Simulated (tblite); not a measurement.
Compound: C7H14OP (charge +1).
Numbering: `[CH:1]#[C:2][CH2:3][P@@H+:4]([CH2:5][CH3:6])[CH2:7][O:8][CH3:9]` (hydrogens: H10 on C1; H11, H12 on C3; H13 on P4; H14, H15 on C5; H16, H17, H18 on C6; H19, H20 on C7; H21, H22, H23 on C9)

The geometry is computed with GFN2-xTB (gas phase).

List the bond lengths, angles and torsions at this level.

```tsv
bond	length (bohr)	order
C1≡C2	2.261	triple
C2–C3	2.743	single
C3–P4	3.445	single
P4–C5	3.428	single
C5–C6	2.887	single
P4–C7	3.440	single
C7–O8	2.652	single
O8–C9	2.684	single
C1–H10	1.985	single
C3–H11	2.068	single
C3–H12	2.072	single
P4–H13	2.604	single
C5–H14	2.069	single
C5–H15	2.067	single
C6–H16, C6–H17, C6–H18	2.056	single
C7–H19	2.083	single
C7–H20	2.082	single
C9–H21, C9–H22, C9–H23	2.062	single
```

Bonds in one row agree within 0.02 bohr and their mean is given. Orders are formal, as drawn. A selection of angles:
```tsv
angle	degrees
C2–C1–H10	178.5
C1–C2–C3	179.3
C2–C3–P4	108.8
C2–C3–H11	110.0
C2–C3–H12	110.5
P4–C3–H11	109.7
P4–C3–H12	109.0
H11–C3–H12	108.8
C3–P4–C5	113.8
C3–P4–C7	111.8
C3–P4–H13	108.3
C5–P4–C7	109.9
C5–P4–H13	108.3
C7–P4–H13	104.2
P4–C5–C6	111.5
P4–C5–H14	108.3
P4–C5–H15	106.5
C6–C5–H14	111.0
C6–C5–H15	111.1
H14–C5–H15	108.2
C5–C6–H16	111.2
C5–C6–H18	109.5
H16–C6–H17	108.8
H16–C6–H18	107.9
P4–C7–O8	98.5
P4–C7–H19	112.2
P4–C7–H20	111.4
O8–C7–H19	112.7
O8–C7–H20	113.1
H19–C7–H20	108.7
C7–O8–C9	114.6
O8–C9–H21	106.1
O8–C9–H22	111.0
H21–C9–H22	109.7
```

Dihedral angles: C2–C3–P4–C5 180° (antiperiplanar); C3–P4–C5–C6 -60° (synclinal); C3–P4–C7–O8 176° (antiperiplanar); P4–C7–O8–C9 180° (antiperiplanar).

Of the pairs four or more bonds apart, O8···H15 is among the closest relative to their van der Waals radii: 2.62 Å, 96 % of the sum of Bondi's values. O8 (ether oxygen) is bent (angle 114.6°). P4 (phosphonium phosphorus) is distorted tetrahedral (angles from 104.2° to 113.8°). The 3 C–C bonds span 1.197 Å (C1≡C2, drawn triple) to 1.528 Å (C5–C6, drawn single), a spread of 0.331 Å.

Point group: C1 (no symmetry element, even within 0.4 Å). Its GFN2-xTB frequencies are all real (lowest 42 cm⁻¹). 3 starts were optimised and ended at 0.00, 0.61 and 2.72 kcal/mol (GFN2-xTB); the lowest of these is shown.

One conformer stands for the species.
